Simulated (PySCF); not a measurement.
**PbF, CCSD: how much the basis matters**

PySCF, UHF reference; doublet, unpaired electrons π ↑; De to Pb + F without counterpoise correction. Frozen cores follow the default of each basis and core potential.

| basis | relativity | functions | Re (Å) | ωe (cm⁻¹) | De (eV) | frozen orbitals |
| --- | --- | --- | --- | --- | --- | --- |
| cc-pVDZ-PP/cc-pVDZ | scalar-relativistic core potentials | 37 | 2.069 | 553 | 3.66 | 5 |
| def2-SVP | scalar-relativistic core potentials | 40 | 2.066 | 553 | 3.81 | 5 |
| aug-cc-pVDZ-PP/aug-cc-pVDZ | scalar-relativistic core potentials | 55 | 2.076 | 519 | 4.32 | 5 |
| x2c-TZVPPall | spin-free X2C | 114 | 2.047 | 531 | 4.20 | 35 |

(1) How does each smaller set differ from the one with most functions, x2c-TZVPPall?

Correlated steps freeze the inner cores (5 to 35 orbitals); shallow outer-core shells are correlated. Correlated levels converge slowly with the basis: in double zeta they bind strong bonds too weakly, by up to about 1 eV, and carry superposition errors of some tenths. Spin–orbit coupling is left out, which matters for elements this heavy, above all for dissociation energies. The state is the lowest determinant that a PBE0 search found; another state may lie lower at other levels.

Answers

(1) cc-pVDZ-PP/cc-pVDZ: +2.2 pm, +4.1 % in ωe, -0.54 eV in De; def2-SVP: +1.9 pm, +4.1 % in ωe, -0.39 eV in De; aug-cc-pVDZ-PP/aug-cc-pVDZ: +2.9 pm, -2.3 % in ωe, +0.12 eV in De. All at CCSD; the set with most functions is neither the basis-set limit nor always the best. The rows treat relativity differently, so the differences are not basis effects alone.
